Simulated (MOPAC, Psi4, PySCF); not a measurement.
Interaction energy of H4Si ··· HF (SMILES [SiH4] and F). Monomers: optimised at B3LYP-D3(BJ) (def2-TZVP), held rigid. Orientation: lowest of the rigid-body minima from ten starts at GFN2-xTB. R is the distance of the centres of mass, along which the second monomer moves. The table gives interaction energies.

| R / Å | A | B | C |
|---|---|---|---|
| 3.06 | 6.45 | 8.45 | 4.33 |
| 3.24 | 3.80 | 5.28 | 2.40 |
| 3.47 | 1.80 | 3.01 | 1.08 |
| 3.68 | 0.83 | 1.88 | 0.50 |
| 3.90 | 0.31 | 1.21 | 0.23 |
| 4.15 | 0.05 | 0.78 | 0.13 |
| 4.49 | -0.06 | 0.47 | 0.11 |
| 4.94 | -0.05 | 0.26 | 0.11 |
| 5.68 | -0.01 | 0.12 | 0.07 |
| 6.64 | 0.00 | 0.05 | 0.03 |
| 7.95 | 0.00 | 0.02 | 0.01 |

Energies in kcal/mol.

### Question
Assign the columns to these levels of theory: HF/aug-cc-pVTZ, counterpoise-corrected (Psi4); PM6, restricted, heats of formation (MOPAC 23.2.5); restricted BP86/6-31G*, spherical d, no counterpoise correction in PySCF.

### Answer
A is PM6; B is HF/aug-cc-pVTZ; C is RKS-BP86/6-31G*.
